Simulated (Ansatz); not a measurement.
`O[SiH](F)S` → H₂O + `F[Si]S` at 298.15 K and 1 bar (silylene formation by 1,1-elimination).

Program: Ansatz. Geometries: PBE0-D4/def2-TZVP. ΔE: electronic, gas phase. CCSD(T)/CBS is the MP2 limit (def2-TZVPP, def2-QZVPP) plus CCSD(T) − MP2 in def2-TZVPP, frozen cores. This one scheme is used for every species. One conformer a species, not always the lowest.

```tsv
species	CCSD(T)/CBS energy (Eh)	H − E (kJ/mol)	S (J/(mol·K))
`O[SiH](F)S`	-863.77796	112.5	320.2
H₂O	-76.37941	66.4	188.7
`F[Si]S`	-787.30018	44.8	282.7
```

H − E and S are ideal-gas, rigid-rotor, harmonic terms from PBE0-D4/def2-TZVP, for one conformer and one mirror image of each species. 1 Eh = 2625.50 kJ/mol, R = 8.31446 J/(mol·K).

Task: By hand: ΔE, ΔH, ΔS and ΔG.

Result: ΔE = (-76.37941) + (-787.30018) − (-863.77796) = 0.09837 Eh = 258.3 kJ/mol. Δ(H − E) = 66.4 + 44.8 − 112.5 = -1.3, so ΔH = 257.0 kJ/mol. ΔS = 188.7 + 282.7 − 320.2 = 151.2 J/(mol·K). ΔG = 257.0 − 298.15 × (151.2)/1000 = 211.9 kJ/mol.

Task: By hand: the equilibrium constant, and the temperature at which ΔG would vanish if ΔH and ΔS stayed fixed.

Result: log₁₀ K = −ΔG/(RT ln 10) = -37.1. ΔG = 0 at ΔH/ΔS = 1700 K.

The number of gas molecules changes by +1, which sets the sign of ΔS. A doubt of 5 kJ/mol in ΔE shifts log₁₀ K by 0.9 here. Other conformers and mirror images would add mixing entropy, several J/(mol·K) or more a flexible species. These are equilibria of isolated gas molecules and say nothing of rates. Largest T1 diagnostic: 0.015 (customary marks: 0.02 for closed shells, 0.045 for open ones).
